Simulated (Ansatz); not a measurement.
Geometry optimisation, Ansatz 0.2.0, RKS PBE0-D4/def2-SVP.

input.yaml

```yaml
crystal:
  periodic: [false, false, false]
  atoms:
    - { symbol: Ta, position_ang: [-0.126686, -0.084738, 0.181875] }
    - { symbol: "N", position_ang: [1.936469, -0.434927, 0.152156] }
    - { symbol: H, position_ang: [2.504287, -0.665189, 0.959287] }
    - { symbol: H, position_ang: [2.504413, -0.215954, -0.660008] }
    - { symbol: O, position_ang: [-0.030833, -0.333084, 2.04912] }
    - { symbol: H, position_ang: [0.236095, -0.132191, 2.94634] }
    - { symbol: F, position_ang: [0.255345, 0.559141, -1.561743] }
    - { symbol: F, position_ang: [-1.260538, 1.418827, 0.375354] }
    - { symbol: O, position_ang: [-1.123933, -1.59232, -0.297291] }
    - { symbol: H, position_ang: [-1.014519, -2.532009, -0.460555] }
    - { symbol: H, position_ang: [1.43603, 2.390865, 0.839733] }
    - { symbol: H, position_ang: [1.756471, 1.760879, 0.69603] }
basis:
  gaussian: { orbitals: def2-SVP }
hamiltonian:
  xc: pbe0
  dispersion: d4
relax:
  f_tol: 0.03
  max_steps: 50
```

Launched with:

```bash
$ ansatz run input.yaml --threads 4 --pin off --max-ram 5120MiB --backend cpu --events-out ev --progress --plain --runs-dir out
```

Problem. Where does it end, and by what steps?

Solution. The run converged. The force dipped under the threshold on the way, but the program's further checks kept it going. After 38 steps the energy has fallen by 0.273 eV; H12 moved furthest, 1.50 Å.

```tsv
step	energy less start (eV)	largest force component (eV/Å)	accepted
0	0.0000	1.978	yes
2	-0.2193	0.126	yes
4	-0.2360	0.189	yes
6	-0.2431	0.060	yes
8	-0.2390	0.748	no
10	-0.2462	0.095	yes
12	-0.1980	1.674	no
14	-0.2427	0.343	no
16	-0.2509	0.110	yes
18	-0.2583	0.133	yes
20	-0.2605	0.453	yes
22	-0.2660	0.105	yes
24	-0.2680	0.069	yes
26	-0.2690	0.099	yes
28	-0.2530	1.022	no
30	-0.2704	0.279	no
32	-0.2717	0.074	yes
34	-0.2722	0.069	yes
36	-0.2727	0.052	yes
38	-0.2729	0.020	yes
```

```xyz
12
Properties=species:S:1:pos:R:3
Ta -0.010 -0.300 0.288
N 1.923 -0.654 0.194
H 2.521 -0.884 0.980
H 2.438 -0.614 -0.681
O -0.011 -0.571 2.147
H 0.001 -0.649 3.099
F 0.145 -0.003 -1.592
F -0.664 1.474 0.438
O -1.169 -1.767 -0.084
H -1.318 -2.153 -0.953
H 1.249 3.013 0.652
H 1.969 3.246 0.732
```

Whether the end is a true minimum wasn't checked by a vibrational analysis.

Time of the run: 120 s on 4 threads of Arm Neoverse V1 (shared host), peak memory 0.38 GiB.
